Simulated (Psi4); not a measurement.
CH (SMILES [CH]), doublet, at a GFN2-xTB geometry; B3LYP/pcseg-1 (Psi4).

Input for Psi4:
```
memory 2 GB

molecule {
0 2
  C    -0.00000000   -0.00000000   -0.15909141
  H     0.00000000    0.00000000    0.95454846
}

set basis pcseg-1
set reference uks

energy('b3lyp')
print_variables()
```

It wrote (shortened):

```
   => Loading Basis Set <=

    Name: PCSEG-1
    Role: ORBITAL
    Keyword: BASIS

         ---------------------------------------------------------
                                   SCF
               by Justin Turney, Rob Parrish, Andy Simmonett
                          and Daniel G. A. Smith
                              UKS Reference
         ---------------------------------------------------------

  ==> Geometry <==

    Molecular point group: c2v
    Full point group: C_inf_v

    Geometry (in Angstrom), charge = 0, multiplicity = 2:

       Center              X                  Y                   Z               Mass
    ------------   -----------------  -----------------  -----------------  -----------------
         C            0.000000000000     0.000000000000    -0.086282997741    12.000000000000
         H            0.000000000000     0.000000000000     1.027356872259     1.007825032230

  Running in c2v symmetry.

  Rotational constants: A = ************  B =     14.61993  C =     14.61993 [cm^-1]
  Rotational constants: A = ************  B = 438294.43543  C = 438294.43543 [MHz]
  Nuclear repulsion =    2.851068239879019

  Charge       = 0
  Multiplicity = 2
  Electrons    = 7
  Nalpha       = 4
  Nbeta        = 3

  ==> Algorithm <==

  SCF Algorithm Type is DF.
  DIIS enabled.
  MOM disabled.
  Fractional occupation disabled.
  Guess Type is SAD.
  Energy threshold   = 1.00e-06
  Density threshold  = 1.00e-06
  Integral threshold = 1.00e-12

  ==> Primary Basis <==

  Basis Set: PCSEG-1
    Blend: PCSEG-1
    Number of shells: 9
    Number of basis functions: 19
    Number of Cartesian functions: 20
    Spherical Harmonics?: true
    Max angular momentum: 2

  ==> DFT Potential <==

   => LibXC <=

    Version 7.1.2
    S. Lehtola, C. Steigemann, M. J. T. Oliveira, and M. A. L. Marques,  SoftwareX 7, 1–5 (2018) (10.1016/j.softx.2017.11.002)

   => Composite Functional: B3LYP <=

    B3LYP Hyb-GGA Exchange-Correlation Functional

    P. J. Stephens, F. J. Devlin, C. F. Chabalowski, and M. J. Frisch,  J. Phys. Chem. 98, 11623 (1994) (10.1021/j100096a001)

    Deriv               =              1
    GGA                 =           TRUE
    Meta                =          FALSE

    Exchange Hybrid     =           TRUE
    MP2 Hybrid          =          FALSE

   => Exchange Functionals <=

    0.0800   Slater exchange
    0.7200         Becke 88

   => Exact (HF) Exchange <=

    0.2000               HF

   => Correlation Functionals <=

    0.1900   Vosko, Wilk & Nusair (VWN5_RPA)
    0.8100   Lee, Yang & Parr

   => LibXC Density Thresholds  <==

    XC_HYB_GGA_XC_B3LYP:  1.00E-15

   => Molecular Quadrature <=

    Radial Scheme          =       TREUTLER
    Pruning Scheme         =           NONE
    Nuclear Scheme         =       TREUTLER

    Blocking Scheme        =         OCTREE
    BS radius alpha        =              1
    Pruning alpha          =              1
    Radial Points          =             75
    Spherical Points       =            302
    Total Points           =          43795
    Total Blocks           =            393
    Max Points             =            254
    Max Functions          =             19
    Weights Tolerance      =       1.00E-15

   => Loading Basis Set <=

    Name: (PCSEG-1 AUX)
    Role: JKFIT
    Keyword: DF_BASIS_SCF

  ==> Integral Setup <==

  SCF_SUBTYPE=INCORE selected. In-core MEM_DF algorithm will be used.
  Using in-core AOs.

  ==> MemDFJK: Density-Fitted J/K Matrices <==

    J tasked:                   Yes
    K tasked:                   Yes
    wK tasked:                   No
    Algorithm:                 Core
    Schwarz Cutoff:           1E-12
    Mask sparsity (%):       0.0000
    Fitting Condition:        1E-10

   => Auxiliary Basis Set <=

  Basis Set: (PCSEG-1 AUX)
    Blend: DEF2-UNIVERSAL-JKFIT
    Number of shells: 31
    Number of basis functions: 93
    Number of Cartesian functions: 109
    Spherical Harmonics?: true
[...]

  ==> Pre-Iterations <==

  SCF Guess: Superposition of Atomic Densities via on-the-fly atomic UHF (no occupation information).

   -------------------------
    Irrep   Nso     Nmo
   -------------------------
     A1        10      10
     A2         1       1
     B1         4       4
     B2         4       4
   -------------------------
    Total      19      19
   -------------------------

  ==> Iterations <==

                           Total Energy        Delta E     RMS |[F,P]|

   @DF-UKS iter SAD:   -38.00929078625880   -3.80093e+01   0.00000e+00
   @DF-UKS iter   1:   -38.45501667584672   -4.45726e-01   1.47151e-02 ADIIS/DIIS
   @DF-UKS iter   2:   -38.46530432571201   -1.02876e-02   1.06329e-02 ADIIS/DIIS
   @DF-UKS iter   3:   -38.47568246692760   -1.03781e-02   7.41879e-04 ADIIS/DIIS
   @DF-UKS iter   4:   -38.47573572280973   -5.32559e-05   9.39277e-05 DIIS
   @DF-UKS iter   5:   -38.47573697319795   -1.25039e-06   2.39799e-05 DIIS
   @DF-UKS iter   6:   -38.47573705593889   -8.27409e-08   6.22189e-06 DIIS
   @DF-UKS iter   7:   -38.47573706460706   -8.66817e-09   1.14109e-06 DIIS
   @DF-UKS iter   8:   -38.47573706496323   -3.56174e-10   1.03513e-07 DIIS
  Energy and wave function converged.

  ==> Post-Iterations <==

   Electrons on quadrature grid:
      Nalpha   =    3.9999999650 ; deviation = -3.495e-08
      Nbeta    =    2.9999999603 ; deviation = -3.968e-08
      Ntotal   =    6.9999999254 ; deviation = -7.463e-08

   @Spin Contamination Metric:   2.069122777E-03
   @S^2 Expected:                7.500000000E-01
   @S^2 Observed:                7.520691228E-01
   @S   Expected:                5.000000000E-01
   @S   Observed:                5.000000000E-01

    Orbital Energies [Eh]
    ---------------------

    Alpha Occupied:

[...]
       1B2    -0.256315

    Alpha Virtual:

[...]
    Beta Occupied:

[...]
    Beta Virtual:

[...]
      10A1     3.045096

    Final Occupation by Irrep:
             A1    A2    B1    B2
    DOCC [     3,    0,    0,    0 ]
    SOCC [     0,    0,    0,    1 ]
    NA   [     3,    0,    0,    1 ]
    NB   [     3,    0,    0,    0 ]

  @DF-UKS Final Energy:   -38.47573706496323

   => Energetics <=

    Nuclear Repulsion Energy =              2.8510682398790195
    One-Electron Energy =                 -56.6863118293582033
    Two-Electron Energy =                  19.9108587996055668
    DFT Exchange-Correlation Energy =      -4.5513522750896227
    Empirical Dispersion Energy =           0.0000000000000000
    VV10 Nonlocal Energy =                  0.0000000000000000
    Total Energy =                        -38.4757370649632335

  UHF NO Occupations:
  HONO-2 :    2 A1 1.9999075
  HONO-1 :    3 A1 1.9990576
  HONO-0 :    1 B2 1.0000000
  LUNO+0 :    4 A1 0.0009424
  LUNO+1 :    5 A1 0.0000925
  LUNO+2 :    6 A1 0.0000001
  LUNO+3 :    7 A1 0.0000000

Computation Completed

Properties will be evaluated at   0.000000,   0.000000,   0.000000 [a0]

Properties computed using the SCF density matrix

 Multipole Moments:

 ------------------------------------------------------------------------------------
     Multipole            Electronic (a.u.)      Nuclear  (a.u.)        Total (a.u.)
 ------------------------------------------------------------------------------------

 L = 1.  Multiply by 2.5417464519 to convert [e a0] to [Debye]
 Dipole X            :          0.0000000            0.0000000            0.0000000
 Dipole Y            :          0.0000000            0.0000000            0.0000000
 Dipole Z            :         -0.3331296            0.9631157            0.6299861
 Magnitude           :                                                    0.6299861

 ------------------------------------------------------------------------------------

  Variable Map:
  ----------------------------------------------------------------------------
[...]
  Array Variable Map:
  ----------------------------------------------------------------------------
[...]
[...]
```
